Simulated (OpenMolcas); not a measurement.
A calculation on Br3+.

```
Program             : OpenMolcas
Method              : CASSCF
Basis               : ANO-RCC-VTZP [6s5p3d1f]
Scalar Hamiltonian  : DKH2, point nucleus
Active space        : 4 electrons in 8 orbitals (4s 4p 5s 5p)
State averaging     : 2S+1 = 3 even, 3 roots; 2S+1 = 1 even, 9 roots; 2S+1 = 5 odd, 1 root; 2S+1 = 3 odd, 9 roots; 2S+1 = 1 odd, 8 roots
Spin-orbit coupling : state interaction with AMFI integrals over the reference wave functions, term energies averaged over their components
```

(1) Which level of the active space comes out lowest?

(2) How high does 4s 4p3 3P* 1 lie?

(3) How high does 4s 4p3 3D* 3 lie?

(4) How high does 4s 4p3 3D* 2 lie?

(5) The level at 132554 cm-1 has J = 2. What is it made of, and what is its g factor?

Results:

(1) 4s2 4p2 3P0, with 98 % of that term.

(2) 131969 cm-1 above the lowest level.

(3) 118324 cm-1 above the lowest level.

(4) 117523 cm-1 above the lowest level.

(5) 96 % 4s 4p3 3P* 2, 4 % 4s 4p3 3D*; g = 1.488, against 1.501 from Landé's formula for the pure leading term.

The run also gave levels led by 4s2 4p 5p, which use shells meant for correlation; these and all levels above them are left out. Terms of s pⁿ other than that of highest spin mix with s² pⁿ⁻² d, which this space lacks; all of them can be thousands of cm-1 off, and some have no real level of that name. Levels of configurations outside the active space are missing.

* marks odd parity.
